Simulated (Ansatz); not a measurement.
Geometry optimisation, RKS PBE0-D4/def2-SVP in Ansatz.

Input:

```yaml
crystal:
  periodic: [false, false, false]
  atoms:
    - { symbol: Si, position_ang: [-1.1545, -1.7851, -0.7978] }
    - { symbol: O, position_ang: [-1.4275, -0.3448, 0.0749] }
    - { symbol: C, position_ang: [-0.3865, 0.6033, 0.4173] }
    - { symbol: I, position_ang: [-1.4839, 2.3407, 1.7066] }
    - { symbol: Si, position_ang: [0.9969, 0.1359, 1.5068] }
    - { symbol: Si, position_ang: [0.5309, 1.5647, -0.813] }
    - { symbol: H, position_ang: [-0.6334, -1.3947, -2.1426] }
    - { symbol: H, position_ang: [-2.4648, -2.4167, -0.9755] }
    - { symbol: H, position_ang: [-0.2494, -2.6129, -0.0556] }
    - { symbol: H, position_ang: [1.915, -0.8849, 0.9887] }
    - { symbol: H, position_ang: [1.7642, 1.2235, 2.2095] }
    - { symbol: H, position_ang: [0.46265, 3.05917, -0.76592] }
    - { symbol: H, position_ang: [0.39204, 1.07219, -2.18457] }
basis:
  gaussian: { orbitals: def2-SVP }
hamiltonian:
  xc: pbe0
  dispersion: d4
relax:
  f_tol: 0.015
  max_steps: 40
```

Launched with:

```bash
$ ansatz run input.yaml --threads 2 --pin off --max-ram 3072MiB --backend cpu --events-out ev --progress --plain --runs-dir out
```

Problem. Where does it end, and by what steps?

Solution. It converged. After 37 steps the energy has fallen by 1.997 eV; H7 moved furthest, 2.67 Å.

| step | energy less start (eV) | largest force component (eV/Å) | accepted |
| --- | --- | --- | --- |
| 0 | 0.0000 | 4.810 | yes |
| 2 | -1.4327 | 1.366 | yes |
| 4 | -1.7446 | 0.699 | yes |
| 6 | -1.7906 | 0.155 | yes |
| 8 | -1.8125 | 0.140 | yes |
| 10 | -1.8290 | 0.243 | yes |
| 12 | -1.8622 | 0.296 | yes |
| 14 | -1.9016 | 0.236 | yes |
| 16 | -1.9431 | 0.134 | yes |
| 18 | -1.9558 | 0.078 | yes |
| 20 | -1.9610 | 0.043 | yes |
| 22 | -1.9650 | 0.171 | yes |
| 24 | -1.9712 | 0.029 | yes |
| 26 | -1.9765 | 0.077 | yes |
| 28 | -1.9834 | 0.165 | yes |
| 30 | -1.9906 | 0.111 | yes |
| 32 | -1.9948 | 0.076 | yes |
| 34 | -1.9970 | 0.022 | yes |
| 36 | -1.9972 | 0.028 | yes |
| 37 | -1.9972 | 0.012 | yes |

```xyz
13
Properties=species:S:1:pos:R:3
Si -1.449 -1.851 -0.295
O -1.138 -0.242 -0.715
C -0.365 0.583 0.036
I -1.309 1.222 1.962
Si 1.517 0.372 0.416
Si 0.527 2.129 -0.662
H -0.200 -2.443 0.274
H -1.838 -2.523 -1.562
H -2.553 -1.924 0.701
H 2.201 -0.569 -0.520
H 1.986 0.248 1.821
H 0.174 3.477 -0.146
H 0.708 2.081 -2.142
```

Time of the run: 4.8 min on 2 threads of Arm Neoverse V1, on a shared host, peak memory 0.48 GiB.
